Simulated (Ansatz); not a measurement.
Cost and result up the ladder for (4-tert-butylphenyl)diphenylsulfonium bromide (C₂₂H₂₃BrS) (47 atoms). The state is a singlet with charge 0. Geometry: PBE-D4/def2-SVP.

```xyz
47

C    -4.3556    1.1174   -2.5594
C    -3.7042    1.3800   -1.1892
C    -4.6763    0.8996   -0.0856
C    -3.4646    2.9018   -1.0438
C    -2.3617    0.6481   -1.0342
C    -1.6366    0.7593    0.1748
C    -0.4101    0.1133    0.3617
C     0.1299   -0.6464   -0.6916
S     1.6942   -1.5503   -0.4974
C     1.5141   -1.8939    1.3358
C     0.6895   -2.9924    1.6340
C     0.5460   -3.4107    2.9635
C     1.2447   -2.7496    3.9882
C     2.0829   -1.6678    3.6789
C     2.2235   -1.2325    2.3498
C     3.0091   -0.3191   -0.4101
C     2.7544    1.0564   -0.3570
C     3.8433    1.9365   -0.2534
C     5.1551    1.4424   -0.1921
C     5.3873    0.0568   -0.2448
C     4.3146   -0.8354   -0.3596
C    -0.5592   -0.7792   -1.9042
C    -1.7989   -0.1408   -2.0571
H    -4.5697    0.0404   -2.7158
H    -5.3195    1.6612   -2.6256
H    -3.7177    1.4692   -3.3957
H    -4.2839    1.1019    0.9316
H    -5.6513    1.4212   -0.1794
H    -4.8613   -0.1913   -0.1663
H    -2.7663    3.2700   -1.8232
H    -4.4215    3.4537   -1.1505
H    -3.0347    3.1601   -0.0546
H    -2.0372    1.3622    1.0037
H     0.1131    0.1980    1.3244
H     0.1543   -3.5149    0.8245
H    -0.1067   -4.2651    3.1998
H     1.1391   -3.0842    5.0311
H     2.6344   -1.1500    4.4787
H     2.8795   -0.3830    2.1121
H     1.7268    1.4391   -0.4233
H     3.6583    3.0211   -0.2271
H     6.0028    2.1392   -0.1121
H     6.4151   -0.3349   -0.2115
H     4.4870   -1.9189   -0.4361
H    -0.0879   -1.3432   -2.7278
H    -2.3236   -0.2646   -3.0144
Br    2.3496   -1.3808   -3.2498
```

Ansatz on 2 threads of AMD EPYC 7R13 on a shared host and a share (18 GiB) of an NVIDIA H100 80GB HBM3. Times are rough, and most runs start from the orbitals of an earlier one. PBE0-D4/def2-TZVP serves as the yardstick here, not as an exact answer. Differences are given only for rows in sets of like size (and for xTB, whose basis is part of the method), since another set adds its own error. Binding counts from free atoms at the same level (C triplet, S triplet, H doublet, Br doublet; other spins of the atoms weren't run), without zero-point energy or a counterpoise term.

The 6-31G sets use Cartesian d functions. B3LYP takes the VWN-RPA correlation. Correlated methods freeze 36 core orbitals; core or outer-core shells of Br are correlated, in sets that lack core-valence functions. The rows differ in basis, and correlated rows in double-zeta sets carry the largest basis error. Single mean-field runs in def2-SVP, def2-TZVP are fitted with def2-universal-jkfit.

Run but left out: HF/STO-3G, HF/6-31G (restricted singlet, unstable in another Hartree–Fock run and untested here).

Correlated methods converge slowly with the basis, most of all in double-zeta sets.

```
                          level  functions  wall time  binding energy per atom (eV)  difference from PBE0-D4/def2-TZVP (eV)                  remarks
                PBE-D4/def2-SVP        473      6.5 s                          5.01                                       –                        –
               PBE0-D4/def2-SVP        473      7.5 s                          4.91                                       –                        –
                 B3LYP-D4/6-31G        286        9 s                          4.68                                       –                        –
            r2SCAN-D4/def2-TZVP        905       11 s                          4.80                                   -0.04                        –
                   MP2/def2-SVP        473       12 s                          4.70                                       –  restricted SCF unstable
BLYP-D4/def2-TZVP (with forces)        905       12 s                          4.78                                   -0.07                        –
 PBE-D4/def2-TZVP (with forces)        905       14 s                          4.94                                    0.10                        –
              PBE0-D4/def2-TZVP        905       15 s                          4.85                                    0.00                        –
               B97M-V/def2-TZVP        905       19 s                          4.78                                   -0.07                        –
```
